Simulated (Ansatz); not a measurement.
Cost and result up the ladder for the cluster P₃Se₇ (the lowest doublet isomer of a short search) (10 atoms). The state is a doublet with charge 0. Geometry: r2SCAN-D4/def2-SVP.

```xyz
10

P    -1.674    2.113    0.161
P    -0.558   -1.016   -1.261
P     1.523   -0.871   -0.344
Se   -1.548   -1.389    0.829
Se    3.077   -1.413   -1.652
Se    1.196   -2.225    1.348
Se    0.188    1.867    1.578
Se    1.946    1.323    0.169
Se   -3.025    0.508    0.989
Se   -1.127    1.104   -1.817
```

Ansatz on 6 threads of Intel Xeon on a shared host. Times are rough, and most runs start from the orbitals of an earlier one. PBE0-D4/def2-SVP serves as the yardstick here, not as an exact answer. Differences are given only for rows in sets of like size (and for xTB, whose basis is part of the method), since another set adds its own error. Binding counts from free atoms at the same level (P quartet, Se triplet; other spins of the atoms weren't run), without zero-point energy or a counterpoise term.

The 6-31G sets use Cartesian d functions. B3LYP takes the VWN-RPA correlation. The structure comes from a short search, and lower isomers may exist.

```tsv
level	functions	wall time	binding energy per atom (eV)	difference from PBE0-D4/def2-SVP (eV)
HF/STO-3G	153	20 s	1.38	–
PBE-D4/def2-SVP (with forces)	278	21 s	2.90	0.25
HF/6-31G	242	52 s	-0.02	–
r2SCAN-D4/def2-SVP	278	57 s	2.64	-0.01
B3LYP-D4/6-31G	242	57 s	1.92	–
PBE0-D4/def2-SVP	278	95 s	2.65	0.00
```
